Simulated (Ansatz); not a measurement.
Ansatz results at the PBE0-D4/def2-TZVP geometry: HOMO energy (PBE/def2-TZVPP) -6.97 eV; zero-point energy (PBE0-D4/def2-TZVP) 34.9 kJ/mol; HOMO–LUMO gap (ωB97M-V/def2-TZVPP) 11.05 eV.

(1) Which molecule gave them?
A. `N[SiH](Cl)O[SiH3]`
B. `O=C=N[SiH2]Cl`
C. `C[SiH](Cl)Br`
D. `Cl[SiH](Cl)I`

Results:

(1) D. The others give `N[SiH](Cl)O[SiH3]`: -6.56, 176.4, 12.20; `C[SiH](Cl)Br`: -7.20, 127.7, 12.74; `O=C=N[SiH2]Cl`: -7.52, 86.8, 12.74.
